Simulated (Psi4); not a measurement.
H₆ClNSi₂, singlet, at a GFN2-xTB geometry; PBE/def2-TZVPP run with Psi4.

The Psi4 input:
```
memory 2 GB

molecule mol {
0 1
  Si    0.793888    0.357864   -0.756977
  Cl    1.736832    0.197442    1.044402
  Si   -1.336129   -0.559593   -0.645376
  N    -2.330196   -0.057767    0.673519
  H     0.854505    1.792198   -1.064622
  H     1.691786   -0.294500   -1.713582
  H    -2.105585   -0.172492   -1.831359
  H    -1.303124   -2.019921   -0.513543
  H    -2.706215    0.876849    0.676897
  H    -2.054766   -0.310087    1.609685
}

set basis def2-tzvpp
set reference rks

energy('pbe')
print_variables()
```

Task: Predict the main parts of the log of this Psi4 run.

Result: 
```
   => Loading Basis Set <=

    Name: DEF2-TZVPP
    Role: ORBITAL
    Keyword: BASIS

         ---------------------------------------------------------
                                   SCF
               by Justin Turney, Rob Parrish, Andy Simmonett
                          and Daniel G. A. Smith
                              RKS Reference
         ---------------------------------------------------------

  ==> Geometry <==

    Molecular point group: c1
    Full point group: C1

    Geometry (in Angstrom), charge = 0, multiplicity = 1:

       Center              X                  Y                   Z               Mass
    ------------   -----------------  -----------------  -----------------  -----------------
         SI           0.728399150511     0.354956141591    -0.791765991247    27.976926534650
         CL           1.671343150511     0.194534141591     1.009613008753    34.968852682000
         SI          -1.401617849489    -0.562500858409    -0.680164991247    27.976926534650
         N           -2.395684849489    -0.060674858409     0.638730008753    14.003074004430
         H            0.789016150511     1.789290141591    -1.099410991247     1.007825032230
         H            1.626297150511    -0.297407858409    -1.748370991247     1.007825032230
         H           -2.171073849489    -0.175399858409    -1.866147991247     1.007825032230
         H           -1.368612849489    -2.022828858409    -0.548331991247     1.007825032230
         H           -2.771703849489     0.873941141591     0.642108008753     1.007825032230
         H           -2.120254849489    -0.312994858409     1.574896008753     1.007825032230

  Running in c1 symmetry.

  Rotational constants: A =      0.19341  B =      0.05582  C =      0.04671 [cm^-1]
  Rotational constants: A =   5798.42951  B =   1673.49963  C =   1400.39248 [MHz]
  Nuclear repulsion =  270.848822434067472

  Charge       = 0
  Multiplicity = 1
  Electrons    = 58
  Nalpha       = 29
  Nbeta        = 29

  ==> Algorithm <==

  SCF Algorithm Type is DF.
  DIIS enabled.
  MOM disabled.
  Fractional occupation disabled.
  Guess Type is SAD.
  Energy threshold   = 1.00e-06
  Density threshold  = 1.00e-06
  Integral threshold = 1.00e-12

  ==> Primary Basis <==

  Basis Set: DEF2-TZVPP
    Blend: DEF2-TZVPP
    Number of shells: 89
    Number of basis functions: 241
    Number of Cartesian functions: 270
    Spherical Harmonics?: true
    Max angular momentum: 3

  ==> DFT Potential <==

   => LibXC <=

    Version 7.1.2
    S. Lehtola, C. Steigemann, M. J. T. Oliveira, and M. A. L. Marques,  SoftwareX 7, 1–5 (2018) (10.1016/j.softx.2017.11.002)

   => Composite Functional: PBE <=

    PBE GGA Exchange-Correlation Functional

    J.P. Perdew et. al., Phys. Rev. Lett., 77(18), 3865-3868, 1996

    Deriv               =              1
    GGA                 =           TRUE
    Meta                =          FALSE

    Exchange Hybrid     =          FALSE
    MP2 Hybrid          =          FALSE

   => Exchange Functionals <=

    1.0000     XC_GGA_X_PBE

   => Correlation Functionals <=

    1.0000     XC_GGA_C_PBE

   => LibXC Density Thresholds  <==

    XC_GGA_C_PBE:  1.00E-12
    XC_GGA_X_PBE:  1.00E-15

   => Molecular Quadrature <=

    Radial Scheme          =       TREUTLER
    Pruning Scheme         =           NONE
    Nuclear Scheme         =       TREUTLER

    Blocking Scheme        =         OCTREE
    BS radius alpha        =              1
    Pruning alpha          =              1
    Radial Points          =             75
    Spherical Points       =            302
    Total Points           =         214924
    Total Blocks           =           1653
    Max Points             =            256
    Max Functions          =            224
    Weights Tolerance      =       1.00E-15

   => Loading Basis Set <=

    Name: (DEF2-TZVPP AUX)
    Role: JKFIT
    Keyword: DF_BASIS_SCF

  ==> Integral Setup <==

[...]

    J tasked:                   Yes
    K tasked:                    No
    wK tasked:                   No
    Algorithm:                 Core
    Schwarz Cutoff:           1E-12
    Mask sparsity (%):       9.6899
    Fitting Condition:        1E-10

   => Auxiliary Basis Set <=

  Basis Set: (DEF2-TZVPP AUX)
    Blend: DEF2-UNIVERSAL-JKFIT
    Number of shells: 175
    Number of basis functions: 569
    Number of Cartesian functions: 678
    Spherical Harmonics?: true
    Max angular momentum: 4

  Minimum eigenvalue in the overlap matrix is 9.9258184187E-04.
  Reciprocal condition number of the overlap matrix is 1.4808251535E-04.
    Using symmetric orthogonalization.

  ==> Pre-Iterations <==

  SCF Guess: Superposition of Atomic Densities via on-the-fly atomic UHF (no occupation information).

   -------------------------
    Irrep   Nso     Nmo
   -------------------------
     A        241     241
   -------------------------
    Total     241     241
   -------------------------

  ==> Iterations <==

                           Total Energy        Delta E     RMS |[F,P]|

   @DF-RKS iter SAD: -1096.72098685926017   -1.09672e+03   0.00000e+00
   @DF-RKS iter   1: -1096.64113443805149    7.98524e-02   4.48459e-03 DIIS/ADIIS
   @DF-RKS iter   2: -1094.73357640870631    1.90756e+00   7.55455e-03 DIIS/ADIIS
   @DF-RKS iter   3: -1096.97811116876665   -2.24453e+00   1.92073e-03 DIIS/ADIIS
   @DF-RKS iter   4: -1097.09362569111158   -1.15515e-01   5.97554e-04 DIIS/ADIIS
   @DF-RKS iter   5: -1097.10049857430886   -6.87288e-03   3.82516e-04 DIIS/ADIIS
   @DF-RKS iter   6: -1097.10457236436628   -4.07379e-03   6.85928e-05 DIIS
   @DF-RKS iter   7: -1097.10469112244050   -1.18758e-04   1.98262e-05 DIIS
   @DF-RKS iter   8: -1097.10470277813738   -1.16557e-05   4.92728e-06 DIIS
   @DF-RKS iter   9: -1097.10470360346426   -8.25327e-07   1.07289e-06 DIIS
   @DF-RKS iter  10: -1097.10470363869740   -3.52331e-08   2.45717e-07 DIIS
  Energy and wave function converged.

  ==> Post-Iterations <==

   Electrons on quadrature grid:
      Ntotal   =   57.9999797383 ; deviation = -2.026e-05

    Orbital Energies [Eh]
    ---------------------

    Doubly Occupied:

[...]
    Virtual:

[...]
    Final Occupation by Irrep:
              A
    DOCC [    29 ]
    NA   [    29 ]
    NB   [    29 ]

  @DF-RKS Final Energy: -1097.10470363869740

   => Energetics <=

    Nuclear Repulsion Energy =            270.8488224340674719
    One-Electron Energy =               -2056.2950934725467960
    Two-Electron Energy =                 767.1098972935097891
    DFT Exchange-Correlation Energy =     -78.7683298937277669
    Empirical Dispersion Energy =           0.0000000000000000
    VV10 Nonlocal Energy =                  0.0000000000000000
    Total Energy =                      -1097.1047036386974014

Computation Completed

Properties will be evaluated at   0.000000,   0.000000,   0.000000 [a0]

Properties computed using the SCF density matrix

 Multipole Moments:

 ------------------------------------------------------------------------------------
     Multipole            Electronic (a.u.)      Nuclear  (a.u.)        Total (a.u.)
 ------------------------------------------------------------------------------------

 L = 1.  Multiply by 2.5417464519 to convert [e a0] to [Debye]
 Dipole X            :          6.7363738           -7.1778493           -0.4414755
 Dipole Y            :          0.5682587           -0.3187397            0.2495190
 Dipole Z            :          3.8135656           -3.8130147            0.0005509
 Magnitude           :                                                    0.5071101

 ------------------------------------------------------------------------------------

  Variable Map:
  ----------------------------------------------------------------------------
[...]
  Array Variable Map:
  ----------------------------------------------------------------------------
[...]
[...]
```
